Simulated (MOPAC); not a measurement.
Job for MOPAC: PM3 on GaH4NO2 (SMILES [NH2][Ga]([OH])[OH]), a point of a torsion scan.

```
PM3 1SCF PRECISE CHARGE=0 THREADS=1
GaH4NO2

N      1.73137928 1     0.01180600 1     0.00870889 1
Ga    -0.09859939 1     0.03041252 1    -0.14663794 1
O     -1.05960751 1     1.44337035 1    -0.47992912 1
O     -0.91820849 1    -1.50577205 1    -0.15227780 1
H      2.09225916 1    -0.84479467 1     0.41197379 1
H      2.16790057 1     0.80499780 1     0.46514522 1
H     -1.20953440 1     2.20653255 1     0.07062949 1
H     -1.84322544 1    -1.53208381 1    -0.39603566 1
```

It printed:

```
*******************************************************************************
 **                                                                           **
 **                              MOPAC v23.2.5                                **
 **                                                                           **
 *******************************************************************************
 ** MOPAC's Digital Object Identifier: https://doi.org/10.5281/zenodo.6511958 **
 **                                                                           **
 ** Please cite the open-source release paper for use of this MOPAC version:  **
 ** J. E. Moussa and J. J. P. Stewart (2026)                                  **
 ** MOPAC: An open-source semiempirical molecular orbital program             **
 ** J. Open Source Softw., 11(119), 8025, https://doi.org/10.21105/joss.08025 **
 *******************************************************************************

                              PM3 CALCULATION RESULTS

 *******************************************************************************
 *  PM3        - The PM3 Hamiltonian to be used
 *
 *
 *
 *                 CHARGE ON SYSTEM = 0
 *
 *
 *
 *  PRECISE    - TIGHTER CRITERIA TO BE USED
 *  1SCF       - DO 1 SCF AND THEN STOP
 *  THREADS=1  - MULTI-THREADING NOT USED
 *  T=         - A TIME OF 172800.0 SECONDS REQUESTED
 *  DUMP=N     - RESTART FILE WRITTEN EVERY 7200.0 SECONDS REQUESTED
 *******************************************************************************
PM3 1SCF PRECISE CHARGE=0 THREADS=1
 GaH4NO2

   ATOM   CHEMICAL          X               Y               Z
  NUMBER   SYMBOL      (ANGSTROMS)     (ANGSTROMS)     (ANGSTROMS)

     1       N          1.73137928  *   0.01180600  *   0.00870889  *
     2      Ga         -0.09859939  *   0.03041252  *  -0.14663794  *
     3       O         -1.05960751  *   1.44337035  *  -0.47992912  *
     4       O         -0.91820849  *  -1.50577205  *  -0.15227780  *
     5       H          2.09225916  *  -0.84479467  *   0.41197379  *
     6       H          2.16790057  *   0.80499780  *   0.46514522  *
     7       H         -1.20953440  *   2.20653255  *   0.07062949  *
     8       H         -1.84322544  *  -1.53208381  *  -0.39603566  *



          CARTESIAN COORDINATES

    NO.       ATOM           X           Y           Z

     1         N          1.7314      0.0118      0.0087
     2        Ga         -0.0986      0.0304     -0.1466
     3         O         -1.0596      1.4434     -0.4799
     4         O         -0.9182     -1.5058     -0.1523
     5         H          2.0923     -0.8448      0.4120
     6         H          2.1679      0.8050      0.4651
     7         H         -1.2095      2.2065      0.0706
     8         H         -1.8432     -1.5321     -0.3960

  H: (PM3): J. J. P. STEWART, J. COMP. CHEM. 10, 209 (1989).
  N: (PM3): J. J. P. STEWART, J. COMP. CHEM. 10, 209 (1989).
  O: (PM3): J. J. P. STEWART, J. COMP. CHEM. 10, 209 (1989).
 Ga: (PM3): J. J. P. STEWART, J. COMP. CHEM. 12, 320-341 (1991).

           Empirical Formula: H4 N O2 Ga  =     8 atoms



      MOLECULAR POINT GROUP   :   C1


      RHF CALCULATION, NO. OF DOUBLY OCCUPIED LEVELS = 12


 -------------------------------------------------------------------------------
 PM3 1SCF PRECISE CHARGE=0 THREADS=1
 GaH4NO2



     1SCF WAS SPECIFIED, SO BFGS WAS NOT USED
     SCF FIELD WAS ACHIEVED


                              PM3 CALCULATION
                                                       MOPAC v23.2.5 Linux




          FINAL HEAT OF FORMATION =        -76.20213 KCAL/MOL =    -318.82969 KJ/MOL


          COSMO AREA              =        105.04 SQUARE ANGSTROMS
          COSMO VOLUME            =         85.70 CUBIC ANGSTROMS

          IONIZATION POTENTIAL    =          9.724952 EV
          HOMO LUMO ENERGIES (EV) =         -9.725 -1.402
          NO. OF FILLED LEVELS    =         12
          MOLECULAR WEIGHT        =        119.7721         POINT GROUP:  C1

          MOLECULAR DIMENSIONS (Angstroms)

            Atom       Atom       Distance
            H     8    H     6     4.72152
            H     7    H     5     4.29974
            O     4    O     3     0.51238


          SCF CALCULATIONS        =          1





   ATOM   CHEMICAL          X               Y               Z
  NUMBER   SYMBOL      (ANGSTROMS)     (ANGSTROMS)     (ANGSTROMS)

     1       N          1.73137928  *   0.01180600  *   0.00870889  *
     2      Ga         -0.09859939  *   0.03041252  *  -0.14663794  *
     3       O         -1.05960751  *   1.44337035  *  -0.47992912  *
     4       O         -0.91820849  *  -1.50577205  *  -0.15227780  *
     5       H          2.09225916  *  -0.84479467  *   0.41197379  *
     6       H          2.16790057  *   0.80499780  *   0.46514522  *
     7       H         -1.20953440  *   2.20653255  *   0.07062949  *
     8       H         -1.84322544  *  -1.53208381  *  -0.39603566  *

                             CARTESIAN COORDINATES

   1    N        1.731379280     0.011806000     0.008708890
   2   Ga       -0.098599390     0.030412520    -0.146637940
   3    O       -1.059607510     1.443370350    -0.479929120
   4    O       -0.918208490    -1.505772050    -0.152277800
   5    H        2.092259160    -0.844794670     0.411973790
   6    H        2.167900570     0.804997800     0.465145220
   7    H       -1.209534400     2.206532550     0.070629490
   8    H       -1.843225440    -1.532083810    -0.396035660


           Empirical Formula: H4 N O2 Ga  =     8 atoms



      MOLECULAR POINT GROUP   :   C1


                  EIGENVALUES
 -35.42886 -34.44145 -28.21272 -17.43754 -15.73217 -15.41516 -13.94284 -12.23603
 -11.52156 -11.24739 -11.13224  -9.72495  -1.40233  -1.28095  -0.70671  -0.62196
   3.56545   4.76869   5.44474   5.66509


              NET ATOMIC CHARGES AND DIPOLE CONTRIBUTIONS

  ATOM NO.   TYPE          CHARGE      No. of ELECS.   s-Pop       p-Pop
    1          N          -0.269560        5.2696     1.48241     3.78715
    2         Ga           1.133091        1.8669     1.11855     0.74836
    3          O          -0.721073        6.7211     1.79880     4.92228
    4          O          -0.659141        6.6591     1.80405     4.85509
    5          H           0.049438        0.9506     0.95056
    6          H           0.047071        0.9529     0.95293
    7          H           0.210940        0.7891     0.78906
    8          H           0.209233        0.7908     0.79077
 DIPOLE           X         Y         Z       TOTAL
 POINT-CHG.     1.708     0.596     1.212     2.177
 HYBRID        -0.628     0.359     0.885     1.143
 SUM            1.080     0.955     2.096     2.544


          ATOMIC ORBITAL ELECTRON POPULATIONS

     Atom    s        px        py        pz
    1  N   1.48241   1.21794   1.00834   1.56087
    2 Ga   1.11855   0.25955   0.15658   0.33223
    3  O   1.79880   1.82947   1.44504   1.64777
    4  O   1.80405   1.31730   1.70044   1.83734
    5  H   0.95056
    6  H   0.95293
    7  H   0.78906
    8  H   0.79077

 **********************
 *                    *
 * JOB ENDED NORMALLY *
 *                    *
 **********************




 == MOPAC DONE ==
```

The run finished.

Cost: roughly 0.020 core-seconds.
